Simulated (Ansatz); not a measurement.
A run for Ansatz (an electronic-structure program): R-PBE/def2-TZVPP on BeFH (SMILES [BeH][F]), atoms moved off the minimum.

Ansatz 0.2 input:
```yaml
crystal:
  periodic: [false, false, false]
  atoms:
    - {symbol: Be, position_ang: [-0.02631516, -0.07784312, -0.87634038]}
    - {symbol: H, position_ang: [0.14047212, 0.01451721, -2.11114498]}
    - {symbol: F, position_ang: [-0.03589040, -0.03458605, 0.41051245]}
basis:
  gaussian:
    orbitals: def2-TZVPP
hamiltonian:
  xc: {name: PBE}
scf: {lower_state_search: off}
output: {forces: true}
```

Problem. Predict the final total energy.

Solution. -115.1575 hartree.
